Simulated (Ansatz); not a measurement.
Job for Ansatz (an electronic-structure program): R-PBE/def2-TZVPP on C3H8O2 (SMILES COCOC), a point of a torsion scan.

Ansatz 0.2 input:
```yaml
crystal:
  periodic: [false, false, false]
  atoms:
    - {symbol: C, position_ang: [2.11245253, 0.39487390, -0.07157063]}
    - {symbol: O, position_ang: [1.33089112, -0.58695048, 0.56506806]}
    - {symbol: C, position_ang: [-0.02671872, -0.30050060, 0.64254729]}
    - {symbol: O, position_ang: [-0.72181361, -1.48551495, 0.39592799]}
    - {symbol: C, position_ang: [-2.09994540, -1.37841947, 0.64225537]}
    - {symbol: H, position_ang: [2.09543907, 1.34179643, 0.48184485]}
    - {symbol: H, position_ang: [1.77435221, 0.57530823, -1.09848391]}
    - {symbol: H, position_ang: [3.12772774, 0.00462047, -0.08697503]}
    - {symbol: H, position_ang: [-0.28318310, 0.08353408, 1.65425159]}
    - {symbol: H, position_ang: [-0.31504048, 0.47443879, -0.09805009]}
    - {symbol: H, position_ang: [-2.56501988, -0.62772028, -0.00976054]}
    - {symbol: H, position_ang: [-2.29775582, -1.10745445, 1.68695021]}
    - {symbol: H, position_ang: [-2.52435062, -2.35701172, 0.43170139]}
basis:
  gaussian:
    orbitals: def2-TZVPP
hamiltonian:
  xc: {name: PBE}
scf: {lower_state_search: off}
```

Program output:

```
WARN ansatz: RAYON_NUM_THREADS=1 ignored (pool sized by the plan → 1); use --threads N
Functional definition: PBE
these checks for a lower state are left out or cut short: stability, starts, cluster_reference, orbital_swaps, neighbouring_geometries, increment
integrals: 0.17 GiB planned
1314 factors; their error is unknown
mean field: 1.34 GiB planned
mean field evaluation 1: about -7317.0789 eV, gradient 7.3e1 eV
mean field evaluation 2: about -7297.3034 eV, gradient 1.2e2 eV
mean field evaluation 4: about -7328.6552 eV, gradient 8.2e0 eV
mean field evaluation 8: about -7328.7820 eV, gradient 2.4e-1 eV
mean field evaluation 16: about -7328.7474 eV, gradient 3.6e-4 eV
mean field -7328.74742182 eV, -269.3265001483 hartree, gradient 2.8e-6 eV, S^2 0.000000; 0 other end points of the search recorded, 0 dependent functions left out
reference -7328.74746794 eV, -269.3265018433 hartree; 21, 21 occupied and 246, 246 virtual orbitals, 1314 factors
Total energy: -7328.74746794 eV, -269.3265018433 hartree
Checks for a lower state left out: stability, starts, cluster_reference, orbital_swaps, neighbouring_geometries, increment
```

The run converged.

Cost: very roughly 4 core-seconds.
